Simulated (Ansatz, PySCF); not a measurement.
System: C3H9OSi, net charge 0, doublet state. It need not be the lowest isomer of its formula. 
Structure (B3LYP-D3(BJ)/def2-TZVP (Ansatz, a quantum-chemistry and plane-wave program) minimum search):
```xyz
14

Si     0.0082     0.0083     0.0818
C      1.8240     0.2933    -0.2720
C     -0.6901    -1.3594    -1.0196
C     -0.9593     1.5971    -0.1266
O     -0.2274    -0.6622     1.5842
H      1.9634     0.6770    -1.2860
H      2.3911    -0.6337    -0.1743
H      2.2478     1.0237     0.4204
H     -0.5901    -1.0302    -2.0578
H     -1.7434    -1.5378    -0.8069
H     -0.1382    -2.2898    -0.8908
H     -2.0225     1.4337     0.0564
H     -0.8407     1.9905    -1.1394
H     -0.6100     2.3623     0.5697
```
Charge 0, spin multiplicity 2.

Property: atomisation energy (electronic, to ground-state atoms), in kcal/mol. Valence correlation only, unless marked. Open shells are spin-unrestricted. No spin-orbit coupling. Non-relativistic. The coupled-cluster limit lacks core correlation, which all-electron functionals hold. CBS(X,Y): correlation extrapolated as X^-3; Hartree-Fock from the larger set. The bracket is a focal-point correction in the basis named.

| level | program | atomisation energy (kcal/mol) | minus last row |
|---|---|---|---|
| HF/cc-pV(T+d)Z | Ansatz | 953.5 | -301.8 |
| BLYP-D4/def2-TZVPD | Ansatz + dftd4 | 1251.0 | -4.3 |
| revPBE-D4/def2-TZVPD | Ansatz + dftd4 | 1247.0 | -8.3 |
| PBE0/STO-3G | Ansatz | 1512.9 | 257.6 |
| TPSSh-D4/def2-TZVPD | PySCF + dftd4 | 1265.6 | 10.3 |
| TPSSh/def2-TZVPD | PySCF | 1257.6 | 2.3 |
| CCSD/STO-3G | Ansatz | 1311.7 | 56.4 |
| CCSD/6-31G | Ansatz | 1051.5 | -203.8 |
| CCSD/6-31G* | Ansatz | 1129.1 | -126.2 |
| RI-MP2/CBS(cc-pV(T+d)Z,cc-pV(Q+d)Z)+[CCSD(T)-MP2]/cc-pV(D+d)Z | Ansatz | 1255.3 | 0.0 |
